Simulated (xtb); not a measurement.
FGeH₃Si, SMILES [F][Ge][SiH3] (connectivity only; charge and spin as stated), neutral, multiplicity 1. All values are semi-empirical tight-binding results from xtb (GFN2-xTB unless named), good for trends rather than for accurate numbers. Geometry: GFN2-xTB.

For metal compounds this method's bond lengths and energies can be far off.

Q: Estimate the properties. (An estimate is asked for; the answer gives what the named calculation found.)

A: 
| Item | Value |
|---|---|
| orbital gap | 1.72 eV |
| zero-point energy | 14.9 kcal/mol |
| G − E(el) at 298.15 K (modified RRHO) | -4.2 kcal/mol |
